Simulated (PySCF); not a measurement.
Compound: (H2In-mu-OH)3.
Bonds: In1–O4, In1–O12, O4–In5, In5–O8, O8–In9, In9–O12. Hydrogens: H2, H3 on In1; H13 on O4; H6, H7 on In5; H14 on O8; H10, H11 on In9; H15 on O12.

Method: PySCF 2.14.0, PBE0-D3(BJ)/def2-SVP geometry optimisation, gas phase, def2 core potentials past Kr.

Task: How far are the bound atoms from In1?

Result: 4 atoms: H3 1.713 Å, H2 1.725 Å, O12 2.162 Å, O4 2.163 Å. The nearest atom not counted as bound is H15, at 2.69 Å (others tie with it).

Task: List the angles at In1.

Result: 
| angle | degrees | distance of the outer atoms (Å) |
| --- | --- | --- |
| H2–In1–H3 | 137.6 | 3.21 |
| H3–In1–O12 | 104.5 | 3.08 |
| H3–In1–O4 | 104.5 | 3.08 |
| H2–In1–O4 | 103.6 | 3.07 |
| H2–In1–O12 | 103.5 | 3.06 |
| O4–In1–O12 | 95.7 | 3.21 |

Task: Describe the arrangement about In1 in numbers.

Result: Angles from 95.7° to 137.6°; τ4 = (360° − α − β)/141° = 0.84 with α and β the two widest (0 for a square, 1 for a tetrahedron). The In–H distances aren't all alike: 1.713 to 1.725 Å.

Task: What are the other bond lengths?

Result: O4–H13, O8–H14, O12–H15 0.963 Å.

Task: Give some angles away from the centre.

Result: In1–O4–In5 127.7°.

Charge 0, singlet. No frequency check.

One conformer stands for the species.
